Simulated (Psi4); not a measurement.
H6BClO2Si2 (SMILES OB(O)[SiH2][SiH2]Cl), singlet, geometry from GFN2-xTB.

The Psi4 input:
```
memory 2 GB

molecule mol {
0 1
  Si    1.265557    0.672267    0.115121
  Cl    3.021081   -0.346258    0.203676
  Si   -0.505275   -0.802798   -0.100364
  B    -2.267079    0.082956   -0.146182
  O    -2.261340    1.432608   -0.102253
  O    -3.484906   -0.519285   -0.218815
  H     1.252214    1.489858    1.331744
  H     1.437590    1.607537   -1.000207
  H    -0.300307   -1.657015   -1.293510
  H    -0.442222   -1.824900    0.970869
  H    -3.126046    1.849904   -0.127435
  H    -3.518187   -1.472925   -0.251099
}

set basis def2-sv(p)
set reference rhf
set freeze_core true

energy('mp2')
print_variables()
```

Question: Estimate the nuclear repulsion energy that MP2/def2-SV(P) (Psi4 1.11) returns for this input.

Answer: 397.5132 Eh

Question: Estimate the MP2 correlation energy that MP2/def2-SV(P) returns for this input.

Answer: -0.7335 Eh

Question: Predict the total energy from MP2/def2-SV(P).

Answer: -1215.6549 Eh

Question: What is the computed number of basis functions (MP2/def2-SV(P))?

Answer: 108
